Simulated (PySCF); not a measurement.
Compound: BrClFGeH.
SMILES with atom numbers: `[F:1][Ge@@H:2]([Cl:3])[Br:4]` (hydrogens: H5 on Ge2)

Computed by this run: PBE0-D3(BJ)/def2-SVP geometry optimisation, gas phase (PySCF 2.14.0); density fitting, grid level 1; the optimiser is geomeTRIC in internal coordinates, started from a GFN2-xTB structure with every atom displaced at random (about 0.01 Å).

At the end of the run (lengths in Å): Ge2–Cl3 2.129, Ge2–Br4 2.274, Ge2–H5 1.525, F1–Ge2 1.726, F1–Ge2–H5 108.9°, Cl3–Ge2–H5 111.6°, F1–Ge2–Br4 107.3°, Cl3–Ge2–Br4 110.0°.

Question: These geometries were met on the way; a selection of coordinates is given. Order them by energy above the end point, lowest first.
A. Ge2–Cl3 2.143, Ge2–Br4 2.274, Ge2–H5 1.540, F1–Ge2 1.720, F1–Ge2–H5 111.2°, Cl3–Ge2–H5 110.7°, F1–Ge2–Br4 110.1°, Cl3–Ge2–Br4 108.0°
B. Ge2–Cl3 2.137, Ge2–Br4 2.276, Ge2–H5 1.524, F1–Ge2 1.724, F1–Ge2–H5 109.2°, Cl3–Ge2–H5 111.7°, F1–Ge2–Br4 108.8°, Cl3–Ge2–Br4 109.4°
C. Ge2–Cl3 2.095, Ge2–Br4 2.305, Ge2–H5 1.500, F1–Ge2 1.733, F1–Ge2–H5 102.3°, Cl3–Ge2–H5 118.0°, F1–Ge2–Br4 104.1°, Cl3–Ge2–Br4 113.2°

Answer: B (0.002 eV), A (0.015 eV), C (0.076 eV).

```json
{"step": "2", "E above end (eV)": "0.002", "rms distance from the end, all atoms (Å)": "0.015", "largest force (eV/Å)": "0.222", "rms shift of all bonds from the end (Å)": "0.004"}
{"step": "1", "E above end (eV)": "0.015", "rms distance from the end, all atoms (Å)": "0.033", "largest force (eV/Å)": "0.611", "rms shift of all bonds from the end (Å)": "0.011"}
{"step": "0", "E above end (eV)": "0.076", "rms distance from the end, all atoms (Å)": "0.064", "largest force (eV/Å)": "1.387", "rms shift of all bonds from the end (Å)": "0.026"}
```

Rows stand in the order of the answer.
